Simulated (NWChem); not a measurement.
System: C₃HF₃O; SMILES O1C(F)(F)C(=C1)F

```xyz
8

F     -0.8589    -1.9583     0.0000
C      0.0000    -0.9553     0.0000
C      1.3318    -0.7697     0.0000
O      1.2998     0.6523     0.0000
C     -0.1460     0.5641     0.0000
F     -0.6703     1.1493    -1.0851
F     -0.6703     1.1493     1.0851
H      2.2820    -1.3155     0.0000
```
Atoms are numbered in this order, from 1.

Program: NWChem. The geometry was optimised at PBE-D3(BJ)/def2-SVP.

For level Hartree-Fock/STO-3G:

- highest occupied level (eV): -7.82
- orbital gap (eV): 15.08
- dipole (D): 1.47

### Question
What are these values for level Hartree-Fock/aug-pcseg-1?

### Answer
- highest occupied level (eV): -10.63
- orbital gap (eV): 11.35
- dipole (D): 2.51
